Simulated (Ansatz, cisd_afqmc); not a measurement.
Species: C, charge 0, triplet.

Total energies in aug-cc-pVTZ-DK, 4 correlated electrons, 1 frozen orbitals. UHF or UKS for unpaired electrons; spin-orbit terms are left out. The -DK rows use spin-free X2C. AFQMC/CISD: phaseless, guided by CISD from CCSD amplitudes; bars are statistical, one sigma. Outlying blocks are dropped, and bars are widened where a walk drifts. Over all cases where full CI ran beside it in this data, AFQMC minus full CI had a median of +0.1 mEh and passed +0.4 mEh in a tenth of the cases. Full CI freezes restricted core orbitals and the other rows unrestricted ones, which leaves a small offset even where coupled cluster is exact.

```json
[
 {"method": "HF", "program": "Ansatz", "energy (Eh)": "-37.70676", "error against FCI (mEh)": "90.47"},
 {"method": "MP2", "program": "Ansatz", "energy (Eh)": "-37.77452", "error against FCI (mEh)": "22.71"},
 {"method": "CCSD", "program": "Ansatz", "energy (Eh)": "-37.79461", "error against FCI (mEh)": "2.62"},
 {"method": "CCSD(T)", "program": "Ansatz", "energy (Eh)": "-37.79678", "error against FCI (mEh)": "0.45"},
 {"method": "CCSDT(Q)", "program": "Ansatz", "energy (Eh)": "-37.79732", "error against FCI (mEh)": "-0.09"},
 {"method": "CCSDTQ", "program": "Ansatz", "energy (Eh)": "-37.79733", "error against FCI (mEh)": "-0.10"},
 {"method": "AFQMC/CISD", "program": "cisd_afqmc", "energy (Eh)": "-37.7971 ± 0.0001", "error against FCI (mEh)": "0.2 ± 0.1"},
 {"method": "FCI", "program": "Ansatz", "energy (Eh)": "-37.79723", "error against FCI (mEh)": "0.00"}
]
```

Ansatz is an electronic-structure program.
